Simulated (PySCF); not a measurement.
# Vibration and rotation of SrSb⁺

ROHF-CCSD(T) constants of SrSb⁺, ³Σ⁻ (triplet), unpaired electrons π ↑↑ (Sr def2-SVP with ECP28, Sb def2-SVP with ECP28; scalar-relativistic core potentials (PySCF 2.14); masses 87.9056 and 120.9038 u):

* ωe: 126.9 cm⁻¹
* ωexe: 0.528 cm⁻¹
* Be: 0.031267 cm⁻¹
* αe: 0.000138 cm⁻¹
* D (centrifugal): 7.59e-09 cm⁻¹
* De to Sr⁺ + Sb: 0.79 eV

Q: Give the vibrational terms G(v) and spacings up to v = 6.

A: G(v) = ωe(v+½) − ωexe(v+½)².

```tsv
v	G(v) (cm⁻¹)	G(v) − G(v−1)	Bv (cm⁻¹)
0	63.3		0.03120
1	189.2	125.8	0.03106
2	313.9	124.8	0.03092
3	437.7	123.7	0.03078
4	560.4	122.7	0.03065
5	682.0	121.6	0.03051
6	802.5	120.6	0.03037
```

Q: How well does the Morse estimate ωe²/(4ωexe) reproduce De, and what is D0?

A: It gives 0.95 eV, 120 % of the computed De. D0 = De − G(0) = 0.79 − 0.01 = 0.78 eV.

Correlated steps freeze 4 core orbitals. Correlated levels converge slowly with the basis: in double zeta they bind strong bonds too weakly, by up to about 1 eV, and carry superposition errors of some tenths. Spin–orbit coupling is left out, which matters for elements this heavy, above all for dissociation energies. For an ion De counts to the pair picked by the measured ionisation energies or electron affinities, which need not be the lowest pair at this level. The state is the lowest determinant that a PBE0 search found; another state may lie lower at other levels.
